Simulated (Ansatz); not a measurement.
Process, species as SMILES: [SiH2]=C (CH2-SiH2) → C atom + 4 H atom + Si atom
B3LYP-D3(BJ)/def2-TZVP geometries, fixed; electronic energies without zero-point terms.

Basis-set convergence of the atomisation energy at wB97M-V with Ansatz (an electronic-structure program). Cartesian d functions, on some or all atoms, in 6-31G**, 6-311G**, 6-311+G**; all else is spherical. The program fits the integrals of some runs and decomposes those of others, by size. Open shells are unrestricted. The functional holds VV10 correlation; no added dispersion term, no relativity. Functions are those of the species that has most. Reference: the value in aug-pcseg-3, 460.84 kcal/mol, itself unsure by roughly 0.14 kcal/mol (its mean distance from aug-cc-pV(Q+d)Z, cc-pV(5+d)Z, def2-QZVPPD). Deviations are taken from unrounded values.

```tsv
basis	functions	atomisation energy (kcal/mol)	minus reference (kcal/mol)
3-21G	30	451.61	-9.23
pcseg-0	30	436.89	-23.95
pcseg-1	52	454.53	-6.31
6-31G**	54	463.81	2.97
6-311G**	69	456.47	-4.37
6-311+G**	77	455.83	-5.01
aug-pcseg-1	86	455.13	-5.71
def2-TZVP	92	460.41	-0.43
def2-TZVPD	116	460.46	-0.38
def2-TZVPPD	153	461.45	0.61
aug-cc-pV(T+d)Z	193	460.20	-0.64
pcseg-3	256	460.81	-0.03
cc-pV(5+d)Z	411	460.82	-0.02
```
